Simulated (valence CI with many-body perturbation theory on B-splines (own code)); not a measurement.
Xe²³⁺ in three bases

Calculated by relativistic CI+MBPT: three valence electrons over a frozen Dirac-Fock core [Ar] 3d10, a basis of 9 s, 9 p, 8 d, 6 f, 3 g, 1 h functions for each j, with the one-electron correlation potential Σ1, the two-electron term Σ2, the three-electron term Σ3, Breit, model QED; selected CI, second order for the rest, scaled by the run's own slope (own B-spline code, finite nucleus).

No measured spectrum was set against this ion. As an estimate, levels hold to about 250 cm⁻¹ or 0.2 % of their energy and the worst to 1 %, as in measured heavy ions of charge 2 to 7; those with d or f electrons hold less well.

The reference run has the lowest level (4s^2 4p1/2) J=1/2 and an ionisation energy of 737.485 eV. Its largest variational space holds 9464 state functions.

Levels are named by their leading jj configuration (3d3/2^4 stands for four electrons in 3d with j = 3/2), which in mixed levels can hold well under half, so a name can repeat and another be missing. Letters in brackets count levels of one name in rising energy.

Changed runs:
A. basis 6 s, 6 p, 5 d, 3 f, 1 g
B. basis 5 s, 5 p, 4 d, 2 f

Excitation energies of the reference run in cm⁻¹, and shifts in cm⁻¹:

```
                     Level  Reference       A       B
        (4s^2 4p3/2) J=3/2     139455     -15     -15
        (4s 4p1/2^2) J=1/2     398700     -78    -249
(4s 4p1/2 4p3/2) J=3/2 [a]     491492    -150    -493
    (4s 4p1/2 4p3/2) J=5/2     526261     -80    -222
(4s 4p1/2 4p3/2) J=3/2 [b]     584311     +40    +252
    (4s 4p1/2 4p3/2) J=1/2     615510    +109    +507
        (4s 4p3/2^2) J=5/2     659122     -59    -108
        (4s 4p3/2^2) J=1/2     755001    +144    +712
        (4s 4p3/2^2) J=3/2     762399     +95    +476
        (4s^2 4d3/2) J=3/2     880086    +199   +1055
        (4s^2 4d5/2) J=5/2     904872    +186   +1022
     (4p1/2^2 4p3/2) J=3/2    1008550     -20     -12
    Ionisation energy (eV)    737.485  -0.019  -0.066
```
